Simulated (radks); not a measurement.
All-electron atom: Pr0.9+ in [Kr] 4d10 4f3 5s1.1 5p6 6s2 (fractional occupations, a model configuration).

Method: Dirac Kohn-Sham, PBEsol, spin-unpolarised, spherical densities, finite nucleus; open shells fill j = l - 1/2 first; Fermi nuclear charge, rms radius 4.8919 fm; computed with a radial shooting solver on a logarithmic mesh with Libxc functionals.

Energy parts (eV):
total: -251359.24
kinetic: 270310.93
electron-nucleus: -612866.49
Hartree: 96987.51
exchange-correlation: -5791.18

Orbitals (lengths in bohr, moments of r in powers of bohr; r(max) is where P^2 peaks):
| orbital | occ. | eigenvalue (eV) | r(max) | <r^2> | small-component weight |
|---|---|---|---|---|---|
| 1s1/2 | 2 | -41766.36 | 0.01542 | 0.0007901 | 4.78e-02 |
| 2s1/2 | 2 | -6725.332 | 0.08744 | 0.01248 | 1.04e-02 |
| 2p1/2 | 2 | -6357.874 | 0.06651 | 0.009134 | 1.04e-02 |
| 2p3/2 | 4 | -5875.954 | 0.07187 | 0.01039 | 9.80e-03 |
| 3s1/2 | 2 | -1458.485 | 0.2494 | 0.08474 | 3.21e-03 |
| 3p1/2 | 2 | -1302.052 | 0.2361 | 0.07967 | 3.15e-03 |
| 3p3/2 | 4 | -1206.584 | 0.2477 | 0.08712 | 2.97e-03 |
| 3d3/2 | 4 | -933.2506 | 0.1986 | 0.07097 | 2.85e-03 |
| 3d5/2 | 6 | -912.6632 | 0.2018 | 0.07308 | 2.80e-03 |
| 4s1/2 | 2 | -297.7824 | 0.5795 | 0.4379 | 9.92e-04 |
| 4p1/2 | 2 | -239.2545 | 0.5878 | 0.4670 | 9.24e-04 |
| 4p3/2 | 4 | -218.6783 | 0.6127 | 0.5085 | 8.63e-04 |
| 4d3/2 | 4 | -122.5276 | 0.6315 | 0.6050 | 7.14e-04 |
| 4d5/2 | 6 | -118.9189 | 0.6397 | 0.6218 | 6.98e-04 |
| 5s1/2 | 1.1 | -48.4618 | 1.346 | 2.491 | 2.17e-04 |
| 5p1/2 | 2 | -32.5330 | 1.471 | 3.146 | 1.74e-04 |
| 5p3/2 | 4 | -29.5623 | 1.539 | 3.464 | 1.59e-04 |
| 4f5/2 | 3 | -11.2184 | 0.6886 | 1.584 | 3.54e-04 |
| 4f7/2 | 0 | -10.8564 | 0.6938 | 1.628 | 3.48e-04 |
| 6s1/2 | 2 | -8.9028 | 3.453 | 16.52 | 3.55e-05 |

The highest occupied level is 6s1/2 at -8.903 eV. The configuration is held as typed, so some empty levels lie below it. The electron density at the nucleus is 4.162e+05 e/bohr^3.
